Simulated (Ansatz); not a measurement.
Cartesian coordinates (Å):
```xyz
7

N      2.2758    -0.2626     0.1744
C      1.0729    -0.1055    -0.0971
B     -0.3015    -0.2386    -0.2564
N     -1.6118    -0.0315    -0.5749
H      2.8590     0.5325    -0.1218
H     -1.9495     0.8005    -1.0388
H     -2.3449    -0.6947    -0.3704
```
Charge 0, multiplicity 1.

The numbers are results of Ansatz (an electronic-structure program) with frozen-core CCSD(T)/cc-pVTZ // r2SCAN-D4/def2-TZVP, not measurements. The restricted HF reference is unstable towards unrestricted orbitals.

```json
{
  "HF energy": "-173.19690 Ha",
  "MP2 correlation energy": "-0.65146 Ha"
}
```

Problem. Estimate the CCSD correlation energy, the (T) correction, the total energy and the T1 diagnostic.

Solution. 
CCSD correlation energy: -0.67223 Ha
(T) correction: -0.03323 Ha
CCSD(T) total energy: -173.90237 Ha
T1 diagnostic: 0.016
